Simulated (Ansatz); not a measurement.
`F[CH2][GaH][F]` + HBr → `[F][GaH][Br]` + `CF` at 400 K and 1 bar (ligand exchange at a Ga–C bond).

Isolated molecules relaxed with PBE0-D4/def2-TZVP in Ansatz; ΔE leaves out vibrations. CCSD(T)/CBS adds triple-zeta CCSD(T) − MP2 to the extrapolated MP2 energy (def2 sets, frozen cores). This one scheme is used for every species. For Br, Ga outer-core shells are correlated without core-valence functions, which leaves a few kJ/mol of doubt a bond. Scalar relativity is left out up to krypton. Each species was taken in one conformer, which may not be the lowest.

```tsv
species	CCSD(T)/CBS energy (Eh)	H − E (kJ/mol)	S (J/(mol·K))
`F[CH2][GaH][F]`	-2163.39923	125.9	353.2
HBr	-2573.91920	27.6	207.2
`[F][GaH][Br]`	-4597.74300	46.2	325.2
`CF`	-139.63461	117.5	234.3
```

H − E and S are ideal-gas, rigid-rotor, harmonic terms from PBE0-D4/def2-TZVP, for one conformer and one mirror image of each species. 1 Eh = 2625.50 kJ/mol, R = 8.31446 J/(mol·K).

Question: By hand: ΔE, ΔH, ΔS and ΔG.

Answer: ΔE = (-4597.74300) + (-139.63461) − (-2163.39923) − (-2573.91920) = -0.05918 Eh = -155.4 kJ/mol. Δ(H − E) = 46.2 + 117.5 − 125.9 − 27.6 = 10.2, so ΔH = -145.2 kJ/mol. ΔS = 325.2 + 234.3 − 353.2 − 207.2 = -0.9 J/(mol·K). ΔG = -145.2 − 400 × (-0.9)/1000 = -144.8 kJ/mol.

Question: By hand: the equilibrium constant, and the temperature at which ΔG would vanish if ΔH and ΔS stayed fixed.

Answer: log₁₀ K = −ΔG/(RT ln 10) = 18.9. ΔG = 0 at ΔH/ΔS = 161333 K, far beyond where these terms or the molecules hold.

The number of gas molecules stays the same, so ΔS is small and ΔH decides. A doubt of 5 kJ/mol in ΔE shifts log₁₀ K by 0.7 here. Other conformers and mirror images would add mixing entropy, several J/(mol·K) or more a flexible species. Modes under 60 cm⁻¹, often nearly free rotors, make the harmonic entropy too high. These are equilibria of isolated gas molecules and say nothing of rates. Largest T1 diagnostic: 0.013 (customary marks: 0.02 for closed shells, 0.045 for open ones).
